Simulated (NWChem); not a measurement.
CH₄F₂Si; SMILES FC(F)[SiH3]

All runs: NWChem. Pople sets run with spherical d functions. The geometry was optimised at PBE0/def2-SVP. B3LYP is NWChem's, with the RPA form of VWN correlation. Vertical excitations in the gas phase; the lowest state need not have the same character in each row.

```json
[
 {"level": "PBE/6-31+G*, full TDDFT", "lowest excitation, singlet (eV)": "6.64", "oscillator strength of that lowest state": "0.026", "orbital gap (eV)": "6.51"},
 {"level": "B3LYP/6-31+G*, full TDDFT", "lowest excitation, singlet (eV)": "7.37", "oscillator strength of that lowest state": "0.038", "orbital gap (eV)": "8.29"},
 {"level": "Hartree-Fock/6-31+G*, TDHF", "lowest excitation, singlet (eV)": "(withheld)", "oscillator strength of that lowest state": "(withheld)", "orbital gap (eV)": "(withheld)"},
 {"level": "BHandHLYP/6-31+G*, full TDDFT", "lowest excitation, singlet (eV)": "8.26", "oscillator strength of that lowest state": "0.068", "orbital gap (eV)": "10.73"}
]
```

Q: Complete the blanks.

A: 
- Hartree-Fock/6-31+G*, TDHF, lowest excitation, singlet (eV): 9.37
- Hartree-Fock/6-31+G*, TDHF, oscillator strength of that lowest state: 0.126
- Hartree-Fock/6-31+G*, TDHF, orbital gap (eV): 14.22
